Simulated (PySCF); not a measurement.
ZnF: a base run and its variants

Base input, run as `OMP_NUM_THREADS=1 python input.py` with PySCF 2.14:

```python
from pyscf import gto, scf, cc

mol = gto.M(
    atom='Zn 0 0 0; F 0 0 1.511',
    basis='lanl2dz',
    ecp={'Zn': 'lanl2dz'},
    charge=0,
    spin=1,
    verbose=4,
)
mf = scf.UHF(mol)
mf.kernel()
mycc = cc.CCSD(mf)
mycc.kernel()
e = mycc.eeccsd(nroots=5)[0]
print('roots (eV) =', (e*27.211386).round(3))
mf.dip_moment()
print('orbital energies (hartree):', [e[max(0, n-3):n+3].round(4) for e, n in zip(mf.mo_energy, mol.nelec)])
```

Base result: E(SCF) = -162.921435 Eh, 13 cycles, E(CCSD) − E(SCF) = -0.27615 Eh, ⟨S²⟩ = 0.753, μz(SCF) = -2.34 D, excitation roots 0.004, 4.302, 4.302, 4.339, 4.339 eV. The bond length is a typed value, not an optimised one. Spin-unrestricted EOM-EE roots include spin flips and other components of the reference, which can be negative or near zero. No search for the lowest solution was made.

It ran on Intel Xeon Platinum 8488C (1 thread, shared host) in 10 s, peak memory 0.15 GiB.

Each row names what differs from the base; energies in brackets are changes from the base.

| change | result | wall time (s) |
| --- | --- | --- |
| core potential: on → off [unsound on purpose] | E(SCF) = -563.030160 Eh, 9 cycles, E(CCSD) − E(SCF) = -0.07455 Eh, ⟨S²⟩ = 0.754, μz(SCF) = -0.73 D, excitation roots 0.001, 6.448, 6.448, 6.478, 6.478 eV | 7.4 |
| spin (2S): 1 → 3 [a high spin state] | E(SCF) = -162.639001 Eh (+7.6854 eV), 13 cycles, E(CCSD) − E(SCF) = -0.23437 Eh, ⟨S²⟩ = 3.753, μz(SCF) = 2.58 D, excitation roots -8.669, -4.408, -2.343, -1.557, 0.109 eV | 9.6 |
| step after the SCF: eomee → tdhf; number of roots: 5 → 8 | E(SCF) = -162.921435 Eh (+0.0000 eV), 13 cycles, ⟨S²⟩ = 0.753, μz(SCF) = -2.34 D, first excitations without spin–orbit coupling 4.33, 4.33, 6.51, 8.06, 8.47 eV | 1.9 |
| functional: none (Hartree–Fock) → olyp; SCF type: UHF → UKS; step after the SCF: eomee → analyze | E(SCF) = -165.793278 Eh, 15 cycles, ⟨S²⟩ = 0.751, μz(SCF) = -1.98 D | 3.5 |
| spin (2S): 1 → 5 [a high spin state] | E(SCF) = -162.134775 Eh (+21.4061 eV), 14 cycles, E(CCSD) − E(SCF) = -0.27290 Eh, ⟨S²⟩ = 8.762, μz(SCF) = 5.92 D, excitation roots -12.311, -12.091, -12.091, -11.943, -8.599 eV | 6.9 |
| geometry: bond 1.511 → bond 0.1 [unsound on purpose] [an earlier cycle lay lower, so not the lowest solution of its kind] | E(SCF) = 306.432039 Eh, E(CCSD) − E(SCF) = -0.22156 Eh, ⟨S²⟩ = 0.807, μz(SCF) = -0.97 D, excitation roots -1.418, -1.357, 0.035, 0.156, 1.142 eV | 9.3 |
| step after the SCF: eomee → polarizability | E(SCF) = -162.921435 Eh (+0.0000 eV), 13 cycles, ⟨S²⟩ = 0.753, μz(SCF) = -2.34 D, α(xx, yy, zz) = 34.6, 34.6, 18.2 bohr³ | 1.3 |
| geometry: bond 1.511 → bond 1.692 | E(SCF) = -162.976482 Eh (-1.4979 eV), E(CCSD) − E(SCF) = -0.27662 Eh, ⟨S²⟩ = 0.753, μz(SCF) = -3.32 D, excitation roots 0.004, 4.407, 4.407, 4.449, 4.449 eV | 6.3 |
| cycle limit: 50 → 8 | not converged: SCF after 8 cycles | 8.5 |
